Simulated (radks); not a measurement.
The numbers below are computed, except where a source is named.
Initial-state core-level shifts of the chromium ion Cr2+ when its valence configuration changes from [Ar] 3d4. Code: a radial shooting solver on a logarithmic mesh with Libxc functionals. Model: non-relativistic Kohn-Sham, BLYP, spin-polarised, spherical densities, point nucleus; open shells are filled with parallel spins first. Shifts are changes of the shell-averaged eigenvalues in eV (positive: less bound); the change of the density at the nucleus, which sets a Mossbauer isomer shift, is in e/bohr^3, on a base of 9324.

[
 {"valence": "3d3 4p1", "1s": "-8.450", "2s": "-9.449", "2p": "-9.351", "3s": "-8.045", "density at nucleus": "+1.7243"},
 {"valence": "3d3.5 4s0.5", "1s": "-3.515", "2s": "-4.001", "2p": "-3.956", "3s": "-3.361", "density at nucleus": "+3.9577"},
 {"valence": "3d3 4s1", "1s": "-7.305", "2s": "-8.326", "2p": "-8.233", "3s": "-6.901", "density at nucleus": "+8.3986"},
 {"valence": "3d3.5 4p0.5", "1s": "-4.101", "2s": "-4.570", "2p": "-4.523", "3s": "-3.948", "density at nucleus": "+0.7918"},
 {"valence": "3d2 4p2", "1s": "-17.862", "2s": "-20.097", "2p": "-19.887", "3s": "-16.603", "density at nucleus": "+4.0174"},
 {"valence": "3d2 4s1 4p1", "1s": "-16.791", "2s": "-19.027", "2p": "-18.825", "3s": "-15.538", "density at nucleus": "+11.5568"},
 {"valence": "3d1 4s1 4p2", "1s": "-27.165", "2s": "-30.833", "2p": "-30.512", "3s": "-24.533", "density at nucleus": "+15.3604"},
 {"valence": "3d1 4s0.5 4p2.5", "1s": "-27.662", "2s": "-31.339", "2p": "-31.013", "3s": "-25.027", "density at nucleus": "+11.1263"},
 {"valence": "4s0.5 4p3.5", "1s": "-39.034", "2s": "-44.319", "2p": "-43.874", "3s": "-34.406", "density at nucleus": "+15.0092"}
]
